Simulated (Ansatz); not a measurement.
Potential energy curve for AlH, singlet.

Methods: UKS-CAM-B3LYP = unrestricted CAM-B3LYP/cc-pVQZ in Ansatz (a program for electronic structure); UCCSD(T) = CCSD(T) on UHF/cc-pVQZ, frozen core run with Ansatz; FCI = full CI/cc-pVQZ, frozen core (Ansatz).

Energies relative to the lowest point of each curve near equilibrium, in kcal/mol:

| R / Å | UKS-CAM-B3LYP | UCCSD(T) |
|---|---|---|
| 1.23 | 39.2 | 39.8 |
| 1.34 | 17.9 | 18.2 |
| 1.40 | 10.7 | 10.8 |
| 1.49 | 3.9 | 3.9 |
| 1.58 | 0.7 | 0.7 |
| 1.59 | 0.5 | 0.5 |
| 1.79 | 1.8 | 1.9 |
| 1.84 | 3.2 | 3.2 |
| 2.04 | 10.8 | 10.8 |
| 3.33 | 60.8 | 61.7 |
| 4.08 | 69.3 | 71.4 |
| 4.99 | 72.1 | 72.8 |

Q: Predict the corresponding FCI column.

A: 1.23: 39.8; 1.34: 18.2; 1.40: 10.8; 1.49: 3.9; 1.58: 0.7; 1.59: 0.5; 1.79: 1.8; 1.84: 3.2; 2.04: 10.8; 3.33: 59.5; 4.08: 69.8; 4.99: 72.6 (kcal/mol).

The unrestricted determinant behind UKS-CAM-B3LYP is spin-contaminated at 2.93 to 6.65 Å (<S²> up to 1.0, against 0.00 for a pure singlet). The unrestricted determinant behind UCCSD(T) is spin-contaminated at 1.23 to 1.91, 2.52 to 6.65 Å (<S²> up to 1.0, against 0.00 for a pure singlet).
